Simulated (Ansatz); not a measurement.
A nudged elastic band was laid between two geometries of GeH4O + H2O (9 atoms, charge 0, multiplicity 1).

Method: RHF/def2-SVPD in Ansatz 0.2.0.

```yaml
movable_images: 9
climbing_image: yes
spring: 5.0 eV/Å²
optimiser: quadratic models (default)
start_path: through a guess of the saddle point
force_threshold: 0.03 eV/Å
iteration_limit: 57
end_points: relaxed
```

First end point:

```xyz
9
Properties=species:S:1:pos:R:3
Ge -0.266 0.635 -0.208
H 0.295 1.065 1.144
H 0.733 0.866 -1.348
H -1.600 1.326 -0.519
O -0.558 -1.120 -0.035
H -0.956 -1.570 -0.762
O 1.100 -2.971 1.591
H 0.542 -2.384 1.095
H 0.615 -3.211 2.363
```

Last end point:

```xyz
9
Properties=species:S:1:pos:R:3
Ge 0.304 -0.182 -0.565
H -1.178 -1.417 3.053
H 0.812 -0.016 -1.994
H 0.057 1.118 0.191
O -1.176 -1.131 -0.716
H -1.642 -1.345 0.076
O 1.463 -1.067 0.432
H 1.770 -1.902 0.117
H -0.505 -1.423 2.728
```

Task: Which bonds break or form, and what moves?

Result: Bonds broken: Ge1–H2, O7–H9. Bonds formed: Ge1–O7, H2–H9. GeH4O + H2O becomes GeH4O2 + H2.

Task: Give the energies along the band, and the barrier.

Result: The forces met the threshold. The highest image is number 4 of 0 to 10, 63.1 kcal/mol above the first end and 58.9 kcal/mol above the last; the last end lies 4.2 kcal/mol above the first. Neighbouring images differ by up to 2.4 eV, so the band resolves the path poorly. A vibrational analysis at the climbing image gives one clearly imaginary mode, 1797i cm⁻¹: a first-order saddle point. The orbitals stay closed-shell, which can raise the energy where a bond breaks towards radicals; this wasn't checked here.

```json
{"image": "0", "path coordinate (Å)": "0.00", "energy (kcal/mol)": "0.0", "Ge1–H2 (Å)": "1.53", "O7–H9 (Å)": "0.94", "Ge1–O7 (Å)": "4.25"}
{"image": "1", "path coordinate (Å)": "1.11", "energy (kcal/mol)": "0.4", "Ge1–H2 (Å)": "1.52", "O7–H9 (Å)": "0.94", "Ge1–O7 (Å)": "3.78"}
{"image": "2", "path coordinate (Å)": "2.22", "energy (kcal/mol)": "3.1", "Ge1–H2 (Å)": "1.53", "O7–H9 (Å)": "0.94", "Ge1–O7 (Å)": "3.47"}
{"image": "3", "path coordinate (Å)": "3.32", "energy (kcal/mol)": "22.4", "Ge1–H2 (Å)": "1.56", "O7–H9 (Å)": "0.94", "Ge1–O7 (Å)": "2.66"}
{"image": "4", "path coordinate (Å)": "4.43", "energy (kcal/mol)": "63.1", "Ge1–H2 (Å)": "1.97", "O7–H9 (Å)": "1.13", "Ge1–O7 (Å)": "1.92"}
{"image": "5", "path coordinate (Å)": "5.92", "energy (kcal/mol)": "7.3", "Ge1–H2 (Å)": "3.02", "O7–H9 (Å)": "2.30", "Ge1–O7 (Å)": "1.76"}
{"image": "6", "path coordinate (Å)": "7.40", "energy (kcal/mol)": "4.3", "Ge1–H2 (Å)": "4.03", "O7–H9 (Å)": "3.02", "Ge1–O7 (Å)": "1.77"}
{"image": "7", "path coordinate (Å)": "8.89", "energy (kcal/mol)": "4.2", "Ge1–H2 (Å)": "4.64", "O7–H9 (Å)": "2.86", "Ge1–O7 (Å)": "1.77"}
{"image": "8", "path coordinate (Å)": "10.37", "energy (kcal/mol)": "4.1", "Ge1–H2 (Å)": "4.92", "O7–H9 (Å)": "2.83", "Ge1–O7 (Å)": "1.77"}
{"image": "9", "path coordinate (Å)": "11.86", "energy (kcal/mol)": "4.2", "Ge1–H2 (Å)": "4.59", "O7–H9 (Å)": "2.86", "Ge1–O7 (Å)": "1.77"}
{"image": "10", "path coordinate (Å)": "13.34", "energy (kcal/mol)": "4.2", "Ge1–H2 (Å)": "4.10", "O7–H9 (Å)": "3.05", "Ge1–O7 (Å)": "1.77"}
```

Task: What is the geometry of the highest image?

Result: 
```xyz
9
Properties=species:S:1:pos:R:3
Ge -0.111 -0.352 0.062
H 0.897 0.323 1.617
H 0.849 0.339 -0.890
H -1.300 0.415 0.636
O -0.912 -1.668 -0.871
H -1.670 -1.431 -1.377
O 0.794 -1.707 1.077
H 0.351 -2.494 1.368
H 1.007 -0.789 1.699
```

Time of the run: 24 min on 2 threads of Intel(R) Xeon(R) Platinum 8259CL CPU @ 2.50GHz (Skylake/Cascade Lake), with other jobs on the host, peak memory 0.35 GiB.
